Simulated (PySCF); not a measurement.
GeO, SMILES [O]=[Ge] (connectivity only; charge and spin as stated), neutral, multiplicity 1.

Geometry: r2SCAN-D4/def2-TZVPD.

Method: M06-2X/def2-TZVPD (PySCF).

The molecule is in vacuum.

The total energy comes out as -2152.23470 hartree and the point group is C∞v. The highest occupied level is -9.80 eV, the lowest empty level is -1.24 eV and the orbital gap is 8.56 eV. The dipole moment is 3.77 D and the quadrupole, principal values (traceless, Buckingham form, about the centre of nuclear charge) is -7.32, 3.66, 3.66 D·Å. The mean static polarisability comes out as 31.8 bohr³ (4.72 Å³) and the polarisability, principal values comes out as 29.0, 29.0, 37.6 bohr³.
